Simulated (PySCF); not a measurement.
A species of formula C5H11NOSi2 has this rotational fingerprint, computed with PBE0-D3(BJ)/def2-SVP geometry optimisation, gas phase in PySCF 2.14.0:

```
Rotational constants : A = 1883, B = 618.7, C = 585.6 MHz
Dipole components    : |μa| = 2.97 D, |μb| = 2.69 D, |μc| = 1.31 D
Inertial defect      : -222.23 u·Å²
κ                    : -0.95
```

Problem. Which candidate fits, each taken in the one conformer that was computed?
A. `[CH3:1][C:2]#[C:3][C@@H:4]1[CH2:5][Si@H:6]([NH2:7])[O:8][SiH2:9]1` with C5–Si6–N7–H 174° and -43°, C3–C4–C5–Si6 -78°, C4–C5–Si6–N7 89°, C5–Si6–O8–Si9 11°, Si6–O8–Si9–C4 9°
B. `[CH:1]#[C:2][Si@@H:3]1[CH2:4][CH2:5][Si@@H:6]([NH:7][CH3:8])[O:9]1` with C5–Si6–N7–C8 -64°, C2–Si3–C4–C5 -145°, Si3–C4–C5–Si6 32°, C4–C5–Si6–N7 -139°, C5–Si6–O9–Si3 6°
C. `[N:1]#[C:2][C@@H:3]1[CH2:4][CH2:5][C@@H:6]1[SiH2:7][O:8][SiH3:9]` with C5–C6–Si7–O8 -54°, C6–Si7–O8–Si9 -116°, C2–C3–C4–C5 -139°, C3–C4–C5–C6 18°, C4–C5–C6–Si7 100°, C2–C3–C6–C5 138°
D. `[CH3:1][C:2]#[C:3][C@@H:4]1[CH2:5][Si@@H:6]([NH2:7])[O:8][SiH2:9]1` with C5–Si6–N7–H 50° and -164°, C3–C4–C5–Si6 -80°, C4–C5–Si6–N7 -152°, C5–Si6–O8–Si9 9°, Si6–O8–Si9–C4 10°
E. `[N:1]#[C:2][C@@H:3]1[CH2:4][CH2:5][C@H:6]1[SiH2:7][O:8][SiH3:9]` with C5–C6–Si7–O8 56°, C6–Si7–O8–Si9 -99°, C2–C3–C4–C5 -140°, C3–C4–C5–C6 18°, C4–C5–C6–Si7 -138°, C2–C3–C6–C5 140°

Solution. E. It is N#C[C@@H]1CC[C@H]1[SiH2]O[SiH3], a near-prolate asymmetric top, point group C1. The candidates at the same level (rigid rotor, commonest isotopes):

```csv
SMILES,A (MHz),B (MHz),C (MHz),μa (D),μb (D),μc (D),Δ (u·Å²),point group,rotor
CC#C[C@@H]1C[Si@H](N)O[SiH2]1,1541,904.6,717.9,1.73,0.66,0.14,-182.70,C1,asymmetric top
CC#C[C@@H]1C[Si@@H](N)O[SiH2]1,1842,724.1,626.9,0.59,0.56,0.79,-166.16,C1,asymmetric top
C#C[Si@@H]1CC[Si@@H](NC)O1,3082,610.9,553.4,0.89,0.94,0.12,-77.93,C1,near-prolate asymmetric top
N#C[C@@H]1CC[C@H]1[SiH2]O[SiH3],1883,618.7,585.6,2.97,2.69,1.31,-222.23,C1,near-prolate asymmetric top
N#C[C@@H]1CC[C@@H]1[SiH2]O[SiH3],1539,966.7,787.5,3.02,1.86,0.76,-209.51,C1,asymmetric top
```

`CC#C[C@@H]1C[Si@H](N)O[SiH2]1` has B 46 % too high; `CC#C[C@@H]1C[Si@@H](N)O[SiH2]1` has B 17 % too high; `C#C[Si@@H]1CC[Si@@H](NC)O1` has A 64 % too high; `N#C[C@@H]1CC[C@@H]1[SiH2]O[SiH3]` has B 56 % too high. No structure here is proved a minimum.
